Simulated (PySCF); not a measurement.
Stretching GdO

Set-up: basis Gd x2c-TZVPall, O x2c-TZVPall; spin-free X2C with a Gaussian nucleus; PySCF 2.14. Energies in eV from Gd (4f7 5d1 6s2) + O in their ground configurations at the same level. State: nonet, about 7.2 electrons in the 4f shell (Mulliken).

All columns are ωB97X. A positive dipole means Gd(−)O(+).

| R (Å) | E (eV) | μ (D) | Mulliken charge on Gd (basis-dependent) | HOMO (eV) | LUMO (eV) | Mayer bond order | ⟨S²⟩ |
| --- | --- | --- | --- | --- | --- | --- | --- |
| 1.544 | -5.358 | -1.68 | 0.44 | -5.25 | 0.57 | 2.30 | 20.01 |
| 1.615 | -6.315 | -2.54 | 0.50 | -5.43 | 0.50 | 2.26 | 20.01 |
| 1.687 | -6.857 | -3.35 | 0.56 | -5.61 | 0.42 | 2.22 | 20.01 |
| 1.741 | -7.053 | -3.92 | 0.60 | -5.75 | 0.30 | 2.19 | 20.01 |
| 1.795 | -7.104 | -4.47 | 0.63 | -5.88 | 0.20 | 2.15 | 20.01 |
| 1.849 | -7.041 | -4.99 | 0.66 | -6.01 | 0.08 | 2.12 | 20.01 |
| 1.921 | -6.818 | -5.64 | 0.69 | -6.17 | -0.10 | 2.09 | 20.01 |
| 2.010 | -6.378 | -6.40 | 0.72 | -6.35 | -0.33 | 2.06 | 20.01 |
| 2.118 | -5.702 | -7.23 | 0.73 | -6.56 | -0.65 | 2.04 | 20.02 |
| 2.262 | -4.681 | -8.20 | 0.73 | -6.79 | -1.24 | 2.02 | 20.02 |

A fit through these points gives, at Re = 1.790 Å, μ = -4.42 D and dμ/dR = -9.93 D/Å; the reduced mass is 14.52 u.

Task: How strong is the fundamental in the double-harmonic approximation, I = 42.26·(dμ/dR)²/μred km/mol?

Result: I = 42.26·(-9.93)²/14.52 = 287 km/mol at ωB97X.

These are scalar-relativistic numbers at best; spin–orbit coupling would shift them, the dissociation energy most. The state is the lowest single determinant that the PBE0 search found; with open d or f shells the true ground state can be another one.
